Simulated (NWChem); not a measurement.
Everything below was run with NWChem. System: HNP (+1), charge 1, spin multiplicity 1, at a geometry optimised with PBE0/def2-SVP. The structure started from a generated list of species. Level: TD-PBE0/6-31G* (spherical d).

NWChem printed:

```
             Northwest Computational Chemistry Package (NWChem) 7.3.0
             --------------------------------------------------------

                                NWChem Input Module
                                -------------------

 Scaling coordinates for geometry "geometry" by  1.889725989
 (inverse scale =  0.529177249)

                             Geometry "geometry" -> ""
                             -------------------------

 Output coordinates in angstroms (scale by  1.889725989 to convert to a.u.)

  No.       Tag          Charge          X              Y              Z
 ---- ---------------- ---------- -------------- -------------- --------------
    1 N                    7.0000     0.00000000     0.00000000     1.09689800
    2 P                   15.0000     0.00000000     0.00000000    -0.38979400
    3 H                    1.0000     0.00000000     0.00000000    -1.83137300

 Effective nuclear repulsion energy (a.u.)      44.1452072084

            Nuclear Dipole moment (a.u.)
            ----------------------------
        X                 Y               Z
 ---------------- ---------------- ----------------
     0.0000000000     0.0000000000     0.0000056692


 Summary of "ao basis" -> "" (spherical)
 ------------------------------------------------------------------------------
       Tag                 Description            Shells   Functions and Types
 ---------------- ------------------------------  ------  ---------------------
 *                           6-31g*                   on all atoms

                                 NWChem DFT Module
                                 -----------------

 Summary of "ao basis" -> "ao basis" (spherical)
 ------------------------------------------------------------------------------
       Tag                 Description            Shells   Functions and Types
 ---------------- ------------------------------  ------  ---------------------
 N                           6-31g*                  6       14   3s2p1d
 P                           6-31g*                  8       18   4s3p1d
 H                           6-31g*                  2        2   2s

 Summary of "ao basis" -> "ao basis" (spherical)
 ------------------------------------------------------------------------------
       Tag                 Description            Shells   Functions and Types
 ---------------- ------------------------------  ------  ---------------------
[...]
     Occ.    9  a   ---  Virt.   13  a   -0.98526 X
     Occ.   11  a   ---  Virt.   12  a    0.16349 X
  ----------------------------------------------------------------------------
  Root   8 singlet a              0.235643669 a.u.                6.4122 eV
  ----------------------------------------------------------------------------
     Transition Moments    X  0.27085   Y  0.27458   Z  0.00000
     Transition Moments   XX -0.00000  XY -0.00000  XZ  0.77792
     Transition Moments   YY  0.00000  YZ  0.78863  ZZ  0.00000
     Dipole Oscillator Strength                    0.0233685980
     Electric Quadrupole                           0.0000000855
     Magnetic Dipole                               0.0000050361
     Total Oscillator Strength                     0.0233737196

          sigma_e =   1.4301 Angstrom
          sigma_h =   1.3776 Angstrom
         |d_h->e| =   0.6359 Angstrom
            d_exc =   2.0854 Angstrom
            d_CD1 =   0.6884 Angstrom
            d_CD2 =  -0.7680 Angstrom
            d_CD3 =   2.7213 Angstrom
     Pearson C.C. =  -0.0004

     Occ.    8  a   ---  Virt.   14  a    0.05657 X
     Occ.    9  a   ---  Virt.   14  a    0.98526 X
     Occ.   10  a   ---  Virt.   12  a   -0.16349 X
  ----------------------------------------------------------------------------
  Root   9 singlet a              0.408405603 a.u.               11.1133 eV
  ----------------------------------------------------------------------------
     Transition Moments    X -0.00000   Y  0.00000   Z -2.13341
     Transition Moments   XX  0.93458  XY  0.00000  XZ -0.00000
     Transition Moments   YY  0.93458  YZ  0.00000  ZZ -1.47594
     Dipole Oscillator Strength                    1.2392163068
     Electric Quadrupole                           0.0000007026
     Magnetic Dipole                               0.0000000000
     Total Oscillator Strength                     1.2392170094

          sigma_e =   1.7487 Angstrom
          sigma_h =   1.1931 Angstrom
         |d_h->e| =   0.8720 Angstrom
            d_exc =   2.2722 Angstrom
            d_CD1 =   1.4276 Angstrom
            d_CD2 =  -0.5989 Angstrom
            d_CD3 =   3.1442 Angstrom
     Pearson C.C. =   0.0190

     Occ.    7  a   ---  Virt.   12  a    0.11092 X
     Occ.    8  a   ---  Virt.   12  a   -0.14991 X
     Occ.    8  a   ---  Virt.   15  a   -0.08756 X
     Occ.    9  a   ---  Virt.   12  a    0.53991 X
     Occ.    9  a   ---  Virt.   12  a   -0.15909 Y
     Occ.    9  a   ---  Virt.   15  a    0.09577 X
     Occ.    9  a   ---  Virt.   16  a    0.07973 X
     Occ.    9  a   ---  Virt.   19  a    0.13127 X
     Occ.   10  a   ---  Virt.   14  a   -0.60505 X
     Occ.   10  a   ---  Virt.   14  a    0.21086 Y
     Occ.   10  a   ---  Virt.   17  a   -0.06092 X
     Occ.   11  a   ---  Virt.   13  a   -0.60505 X
     Occ.   11  a   ---  Virt.   13  a    0.21086 Y
     Occ.   11  a   ---  Virt.   18  a   -0.06092 X
  ----------------------------------------------------------------------------
  Root  10 singlet a              0.503935535 a.u.               13.7128 eV
  ----------------------------------------------------------------------------
     Transition Moments    X  0.19528   Y -0.19254   Z  0.00000
     Transition Moments   XX  0.00000  XY -0.00000  XZ -0.60428
     Transition Moments   YY  0.00000  YZ  0.59580  ZZ -0.00000
     Dipole Oscillator Strength                    0.0252669118
     Electric Quadrupole                           0.0000004908
     Magnetic Dipole                               0.0000015318
     Total Oscillator Strength                     0.0252689343

          sigma_e =   1.6128 Angstrom
          sigma_h =   1.3571 Angstrom
         |d_h->e| =   0.2538 Angstrom
            d_exc =   2.2646 Angstrom
            d_CD1 =   0.5095 Angstrom
            d_CD2 =  -1.2312 Angstrom
            d_CD3 =   2.5184 Angstrom
     Pearson C.C. =  -0.1419

     Occ.    8  a   ---  Virt.   13  a   -0.82741 X
     Occ.   10  a   ---  Virt.   20  a    0.05190 X
     Occ.   11  a   ---  Virt.   12  a   -0.05114 X
     Occ.   11  a   ---  Virt.   15  a    0.55283 X
     Occ.   11  a   ---  Virt.   21  a   -0.05190 X

              Target root =      1
          Target symmetry = none
      Ground state energy =   -396.009001576747
        Excitation energy =      0.173494612824
     Excited state energy =   -395.835506963922

  stored tddft:energy   -395.83550696392246

 Task  times  cpu:       14.4s     wall:       14.4s

 Total times  cpu:       14.5s     wall:       14.5s
```

### Question
Write an NWChem input that would produce this output.

### Answer
This is not unique; one that fits is 
```
start mol
memory heap 200 mb stack 900 mb global 1100 mb
charge 1
geometry units angstroms nocenter noautoz noautosym
  N      0.000000     0.000000     1.096898
  P      0.000000     0.000000    -0.389794
  H      0.000000     0.000000    -1.831373
end
basis spherical
  * library 6-31g*
end
dft
  xc pbe0
  semidirect memsize 60000000 filesize 0
  iterations 100
end
tddft
  rpa
  nroots 10
  notriplet
end
task tddft energy
```
